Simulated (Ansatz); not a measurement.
Kohn–Sham single points on `[GaH2][CH2]O[AsH2]`.

```yaml
crystal:
  periodic: [false, false, false]
  atoms:
    - {symbol: Ga, position_ang: [0.278994, 1.916731, -0.525220]}
    - {symbol: C, position_ang: [-0.281348, 0.049032, -0.893317]}
    - {symbol: O, position_ang: [0.260111, -0.372562, 0.369764]}
    - {symbol: As, position_ang: [0.123880, -2.135300, 0.753057]}
    - {symbol: H, position_ang: [1.749681, 2.345418, -0.864007]}
    - {symbol: H, position_ang: [-0.693022, 2.861242, 0.265677]}
    - {symbol: H, position_ang: [-1.361270, -0.125856, -0.944752]}
    - {symbol: H, position_ang: [0.204736, -0.462442, -1.730067]}
    - {symbol: H, position_ang: [-1.202922, -2.059715, 1.521248]}
    - {symbol: H, position_ang: [0.921160, -2.016557, 2.047616]}
basis:
  gaussian: {orbitals: def2-TZVPP}
hamiltonian: {xc: {name: r2SCANh}, dispersion: d4}
output: {orbitals: {seedname: orbitals}}
```

```sh
$ ansatz run in.yaml --threads 2 --pin off --events-out ev --progress --plain --max-ram 4352MiB
```

Shortened log:

```
Functional definition: r2SCANh
1461 factors; their error is unknown
mean field evaluation 1: about -116391.4293 eV, gradient 6.0e1 eV
mean field evaluation 2: about -116368.6519 eV, gradient 1.2e2 eV
mean field evaluation 4: about -116398.0324 eV, gradient 9.3e0 eV
mean field evaluation 8: about -116398.1598 eV, gradient 3.4e-1 eV
mean field evaluation 16: about -116398.3191 eV, gradient 1.8e-4 eV
mean field -116398.31908121 eV, -4277.5593286201 hartree, gradient 5.8e-5 eV, S^2 0.000000; 0 other end points of the search recorded, 0 dependent functions left out
reference -116398.31909412 eV, -4277.5593290946 hartree; 42, 42 occupied and 200, 200 virtual orbitals, 1461 factors
Total energy: -116398.37683268 eV, -4277.5614509473 hartree
```

It took 13 s on 2 threads of an Arm Neoverse V2 on a shared host, with 0.82 GiB of host memory at the peak.

With the line `hamiltonian: {xc: {name: B2PLYP}}` (abridged; 13 s):

```
Functional definition: B2PLYP
mean field evaluation 16: about -116370.4955 eV, gradient 2.1e-4 eV
mean field -116370.49546582 eV, -4276.5368296141 hartree, gradient 2.3e-6 eV, S^2 0.000000
20 core orbitals not correlated: weight in the atoms' cores, before any rotation towards them, 1.000 or more for the frozen orbitals, at most 0.000 for the correlated occupied ones
second order -30.48407875 eV of doubles, -0.00000000 eV of singles
Total energy: -116378.72636332 eV, -4276.8393095182 hartree
```

Changing it to `hamiltonian: {xc: {name: r2SCAN0}, dispersion: d4}` (abridged; 12 s):

```
Functional definition: r2SCAN0
mean field evaluation 16: about -116397.3978 eV, gradient 3.4e-5 eV
mean field -116397.39784859 eV, -4277.5254739457 hartree, gradient 3.4e-5 eV, S^2 0.000000
Total energy: -116397.46207516 eV, -4277.5278342285 hartree
```

The same input with `hamiltonian: {xc: {name: revPBE}, dispersion: d4}` (abridged; 4 s):

```
Functional definition: revPBE
mean field evaluation 16: about -116391.5477 eV, gradient 2.3e-4 eV
mean field -116391.54771799 eV, -4277.3104856115 hartree, gradient 7.8e-5 eV, S^2 0.000000
Total energy: -116392.18912427 eV, -4277.3340568577 hartree
```

Changing it to `hamiltonian: {xc: {name: CAM-B3LYP}, dispersion: d4}` (abridged; 8.5 s):

```
Functional definition: CAM-B3LYP
mean field evaluation 16: about -116406.5101 eV, gradient 6.8e-5 eV
mean field -116406.51012632 eV, -4277.8603439757 hartree, gradient 6.8e-5 eV, S^2 0.000000
Total energy: -116406.70569698 eV, -4277.8675310651 hartree
```

The same input with `hamiltonian: {xc: r2scan, dispersion: d4}` and forces (abridged; 10 s):

```
Functional definition: r2SCAN
mean field evaluation 16: about -116398.9701 eV, gradient 5.8e-3 eV
mean field -116398.97013253 eV, -4277.5832543148 hartree, gradient 2.9e-5 eV, S^2 0.000000
Total energy: -116399.02356575 eV, -4277.5852179495 hartree
Atom 0 force     0.038767     0.087273     0.042350 eV/Å
Atom 1 force    -0.125590     0.088709    -0.292655 eV/Å
Atom 2 force     0.148224     0.173364     0.227661 eV/Å
Atom 3 force     0.000690    -0.223961     0.021976 eV/Å
Atom 4 force    -0.113201    -0.043909     0.034919 eV/Å
Atom 5 force     0.077753    -0.082941    -0.052908 eV/Å
Atom 6 force    -0.005310    -0.010064     0.003437 eV/Å
Atom 7 force    -0.000371    -0.004662    -0.000076 eV/Å
Atom 8 force     0.009433     0.006559     0.018767 eV/Å
Atom 9 force    -0.030396     0.009633    -0.003471 eV/Å
Dipole moment:    -0.135048    -0.242977    -0.092069 e Å
```
